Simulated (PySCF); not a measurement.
Predicted microwave data (CAM-B3LYP/def2-SVPD in PySCF (dipole) on a GFN2-xTB geometry, gas phase) for one isomer of C5H7N3O:

- Rotational constants: A = 2756, B = 1632, C = 1038 MHz
- Dipole components: |μa| = 0.85 D, |μb| = 3.08 D, |μc| = 0.00 D
- Inertial defect: -6.22 u·Å²
- κ: -0.31

Question: Which candidate fits, each taken in the one conformer that was computed?
A. `[CH3:1][CH2:2][n:3]1[n:4][cH:5][c:6]([CH:7]=[O:8])[n:9]1` with C1–C2–N3–N4 -86°, C5–C6–C7–O8 0°
B. `[CH3:1][CH2:2][n:3]1[n:4][n:5][cH:6][c:7]1[CH:8]=[O:9]` with C1–C2–N3–N4 -96°, C6–C7–C8–O9 178°
C. `[CH3:1][C:2](=[O:3])[c:4]1[n:5][n:6][cH:7][n:8]1[CH3:9]` with C1–C2–C4–N5 0°

Answer: C. It is CC(=O)c1nncn1C, an asymmetric top, point group Cs. The candidates at the same level (rigid rotor, commonest isotopes):

```tsv
SMILES	A (MHz)	B (MHz)	C (MHz)	μa (D)	μb (D)	μc (D)	Δ (u·Å²)	point group	rotor
CCn1ncc(C=O)n1	5185	922.0	840.8	4.09	0.78	0.44	-44.57	C1	near-prolate asymmetric top
CCn1nncc1C=O	2335	1758	1089	1.39	0.87	0.18	-39.59	C1	asymmetric top
CC(=O)c1nncn1C	2756	1632	1038	0.85	3.08	0.00	-6.22	Cs	asymmetric top
```

`CCn1nncc1C=O` has A 15 % too low; `CCn1ncc(C=O)n1` has A 88 % too high. In the right answer the mirror of this Cs structure is the ab plane, so μc vanishes by symmetry. No structure here is proved a minimum.
